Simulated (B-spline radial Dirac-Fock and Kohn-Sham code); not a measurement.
**Satellites and hypersatellites of the K lines of Cu**

System: the Cu atom, configuration 1s2 2s2 2p6 3s2 3p6 3d10 4s1.

Calculated with a radial finite-basis atomic code, using relaxed Dirac-Fock hole states (ΔSCF) with Breit and QED corrections and a finite nucleus. Each two-hole energy is an average over J within one jj subconfiguration, not an observable level; in light atoms, where LS coupling holds, the j-resolved values are not observed lines, and for a K spectator the Kα1 hypersatellite is nearly forbidden. Correlation energy is missing from these numbers.

Lines without a spectator: Kα2 (K-L2) 8027.1 eV, Kα1 (K-L3) 8047.2 eV, Kβ3 (K-M2) 8900.3 eV, Kβ1 (K-M3) 8902.9 eV. Shifts in eV with one spectator hole (a dash: not computed, or left out as unreliable):

```csv
spectator hole,Kα2,Kα1,Kβ3,Kβ1
L2 (2p1/2),+29.39,+35.9,–,+77.3
L3 (2p3/2),+33.0,+31.7,+74.2,–
M2 (3p1/2),–,+2.65,+4.15,+5.82
M3 (3p3/2),+2.38,–,+5.36,+4.92
M4 (3d3/2),-0.10,-0.89,–,–
M5 (3d5/2),-0.96,-0.45,–,–
```

Problem. Where does the K-L3 hypersatellite lie, emitted when both K electrons are missing?

Solution. +310.3 eV from the normal line, at 8357.5 eV. Removing both K electrons costs 18378.2 eV, which is 406.3 eV more than twice the K binding energy. In light atoms the observed hypersatellite is the ¹S₀ → ¹P₁ component, which lies below this average, and the triplet component is nearly forbidden.

With n spectator holes in 2p, averaged over the 2p shell (energies in eV):

```csv
n,KαLⁿ,step,hypersatellite KαʰLⁿ
0,8040.4,–,8349.8
1,8073.5,+33.0,8383.9
2,8107.4,+34.0,8419.0
3,8142.3,+34.9,8455.1
4,8178.2,+35.9,8492.2
5,8215.2,+36.9,8530.3
```
